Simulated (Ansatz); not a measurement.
The same hydrogenolysis along the group F, Cl, Br, I.

Program: Ansatz. Geometries: PBE0-D4/def2-TZVP. ΔE: electronic, gas phase. CBS: MP2 limit from def2 TZ/QZ plus the TZ coupled-cluster correction, frozen cores. This one scheme is used for every species. Functionals use def2-TZVPP. def2 core potentials past Kr. For Br, I outer-core shells are correlated without core-valence functions, which leaves a few kJ/mol of doubt a bond. Scalar relativity is left out up to krypton.

```tsv
reaction	ωB97M-V (eV)	LDA (SPW92) (eV)	PBE0-D4 (eV)	ωB97X-V (eV)
`CCF` + H₂ → `CF` + CH₄	-0.54	-0.45	-0.54	-0.53
`CCCl` + H₂ → `CCl` + CH₄	-0.62	-0.54	-0.62	-0.62
`CCBr` + H₂ → `CBr` + CH₄	-0.65	-0.56	-0.64	-0.64
`CCI` + H₂ → `CI` + CH₄	-0.69	-0.60	-0.67	-0.68
```

Question: Give the CCSD(T)/CBS values in the same order. (Best estimate.)

Answer: The calculation gave: -0.54, -0.61, -0.61, -0.65 eV.

Largest T1 diagnostic: 0.010, for `CCF`.
